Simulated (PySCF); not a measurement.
**Working out the ionisation energy of Rh+**

Rh+ [Kr] 4d8 (3F) → Rh(2+) [Kr] 4d7 (4F). Computed with PySCF 2.14 in x2c-TZVPall (8s6p6d1f, 63 functions), with scalar relativity by spin-free X2C-1e. Frozen: [Kr]. Energies in hartree (1 hartree = 27.21139 eV):

```csv
part,Rh+ (lower),Rh(2+) (upper)
UHF,-4780.955317,-4780.361362
MP2 opposite-spin,-0.103015,-0.066642
MP2 same-spin,-0.062106,-0.051756
```

Question: What does Hartree-Fock give?

Answer: (-4780.361362) − (-4780.955317) = 0.593955 hartree = 16.162 eV.

Question: What do MP2 and SCS-MP2 (6/5 opposite-spin, 1/3 same-spin) give?

Answer: The opposite-spin parts differ by 0.990 eV and the same-spin parts by 0.282 eV. MP2: 16.162 + (0.990) + (0.282) = 17.434 eV. SCS-MP2: 16.162 + 1.2 × (0.990) + (0.282)/3 = 17.444 eV.

Reference: 18.08 eV (semi-empirical (NIST evaluation); NIST Atomic Spectra Database, ionization energies), between the lowest levels; spin-orbit coupling is absent from the calculation.

What remains against the reference includes basis incompleteness, the frozen core and correlation beyond second order.
